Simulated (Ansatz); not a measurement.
CH4I2Si, SMILES C[SiH](I)I.

The structure is a stationary point at B3LYP-D3(BJ)/def2-SVP. The def2 effective core potentials stand for the cores of I; spin–orbit coupling is left out.

Two levels are set side by side: PBE/def2-SVPD (Ansatz, a quantum-chemistry and plane-wave program) and PBE0/def2-SVPD (Ansatz). Energy differences of separate SCF runs at the same geometry; the states with an electron removed or added have multiplicity 2 and 2. Differences are taken from unrounded values.

```
quantity                           PBE0
---------------------------------  ----
vertical ionisation energy (eV)    9.39
vertical singlet–triplet gap (eV)  4.57
```

### Question
What does PBE give, and how far is it from PBE0? (Estimate from the structure and the level; the computed values follow.)

### Answer

```csv
quantity,PBE,PBE minus PBE0
vertical ionisation energy (eV),9.07,-0.32
vertical singlet–triplet gap (eV),4.25,-0.32
```
